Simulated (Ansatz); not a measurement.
Program: Ansatz. Geometries: PBE0-D4/def2-TZVP. ΔE: electronic, gas phase. CBS: MP2 limit from def2 TZ/QZ plus the TZ coupled-cluster correction, frozen cores. This one scheme is used for every species. Functionals use def2-TZVPP.

Consider the ligand exchange at the Si–C bond: `C[SiH](C)[SiH3]` + H–F → `C[SiH](F)[SiH3]` + CH₄.

```json
{"level": "B97M-V", "ΔE (kcal/mol)": "-35.5"}
{"level": "r2SCANh", "ΔE (kcal/mol)": "-34.1"}
{"level": "HF/def2-SVP", "ΔE (kcal/mol)": "-36.2"}
{"level": "SCS-MP2/def2-QZVPP", "ΔE (kcal/mol)": "-33.8"}
```

Problem. What does CCSD(T)/CBS give? (Best estimate.)

Solution. The calculation gave: -32.3 kcal/mol. The listed levels differ from it by -3.2, -1.8, -3.9, -1.5 kcal/mol.

Problem. What do rigid-rotor, harmonic-oscillator terms from PBE0-D4/def2-TZVP frequencies (298.15 K, 1 bar) make of the CCSD(T)/CBS value? (Best estimate.)

Solution. The calculation gave: ΔZPE = +0.9 kcal/mol, ΔH = -31.7 kcal/mol, ΔS = -3 J/(mol·K), ΔG = -31.5 kcal/mol.

Largest T1 diagnostic among the species: 0.012.

In def2-TZVPP, CCSD(T) changes the Hartree–Fock value by +6.6 kcal/mol (the triples alone add +0.8 kcal/mol) and MP2 by +7.0 kcal/mol. The D4 term adds +2.0 kcal/mol with B3LYP and +1.1 kcal/mol with PBE0; it sums over pairs of atoms, weighted by their polarisabilities, and B3LYP, whose exchange is more repulsive, gets the larger term.

B3LYP here is the variant with VWN-RPA as its local correlation; programs differ in this.

CCSD(T)/CBS has its own doubt, a few kJ/mol and more with outer-core shells, so smaller differences from it don't rank the levels.
